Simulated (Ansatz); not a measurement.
Cost and result for the atomization energy of CH7FGe2, SMILES `[F][GeH2][CH2][GeH3]` (11 atoms, 10 bonds).

```xyz
11

F     1.1245    0.6930   -2.7594
Ge    0.8750    0.8850   -1.0400
C    -0.2873   -0.5540   -0.4706
Ge   -0.7157   -0.5334    1.4417
H     2.2739    0.8086   -0.4078
H     0.2368    2.2724   -0.8670
H     0.1939   -1.5040   -0.7134
H    -1.2173   -0.4931   -1.0402
H     0.5776   -0.6400    2.2680
H    -1.4272    0.7818    1.8031
H    -1.6341   -1.7163    1.7855
```

Charge 0, multiplicity 1. Correlated methods include outer-core shells of Ge, which these sets cover unevenly. Scalar relativity is left out up to krypton. The structure was optimised at the PBE0-D4/def2-TZVP level. It is one conformer, not always the lowest. Program: Ansatz. Hardware: A = 2 threads of an AMD EPYC 7R13 on a shared host; B = 2 threads of an AMD EPYC 7R13 on a shared host and a share of an NVIDIA H100 80 GB. Times are those of one run each, without the atoms' runs, and a repeat can differ threefold. Electronic energies, without spin–orbit coupling; frozen cores. CCSD(T)/CBS adds CCSD(T) − MP2 in def2-TZVPP to the MP2 limit, and its time is that of the two runs behind it. T1 = 0.011. With those shells the extrapolation isn't a true limit. B3LYP takes the VWN-RPA correlation (the form of Gaussian; ORCA's B3LYP/G).

CCSD(T)/CBS is a level of theory with its own doubt, some kJ/mol a heavy atom from the limit and from the frozen cores, so smaller differences don't rank the functionals.

```tsv
level	functions	wall time	atomization (kcal/mol)	difference from CCSD(T)/CBS	per bond
CCSD(T)/def2-TZVPP [B]	256	3.4 s	810.4	-14.7	-1.5
PBE-D4/def2-TZVPP (with forces) [A]	256	4.1 s	817.7	-7.4	-0.7
MP2/def2-QZVPP [B]	502	4.8 s	819.8	-5.3	-0.5
PBE0-D4/def2-TZVPP [A]	256	6 s	810.6	-14.5	-1.4
r2SCAN-D4/def2-TZVPP (with forces) [A]	256	7.5 s	820.7	-4.4	-0.4
CCSD(T)/CBS(def2)	–	8.2 s	825.1	0.0	0.0
B3LYP-D4/def2-TZVPP (with forces) [A]	256	8.5 s	813.4	-11.7	-1.2
B2PLYP/def2-TZVPP [A]	256	9.5 s	808.7	-16.4	-1.6
ωB97X-V/def2-TZVPP [A]	256	13 s	825.1	0.0	0.0
ωB97M-V/def2-TZVPP (with forces) [A]	256	19 s	815.2	-9.9	-1.0
```

In def2-TZVPP, CCSD(T) changes the Hartree–Fock value by +203.6 kcal/mol (the triples alone add +9.6 kcal/mol) and MP2 by +204.4 kcal/mol; breaking electron pairs costs correlation energy, which Hartree–Fock lacks. From PBE to PBE0 (25 % exact exchange), in def2-TZVPP and without D4, the atomization energy moves by −6.3 kcal/mol: exact exchange takes away binding that semilocal exchange gives to molecules. The D4 term adds +8.2 kcal/mol with B3LYP and +4.3 kcal/mol with PBE0; it sums over pairs of atoms, weighted by their polarisabilities, and B3LYP, whose exchange is more repulsive, gets the larger term.
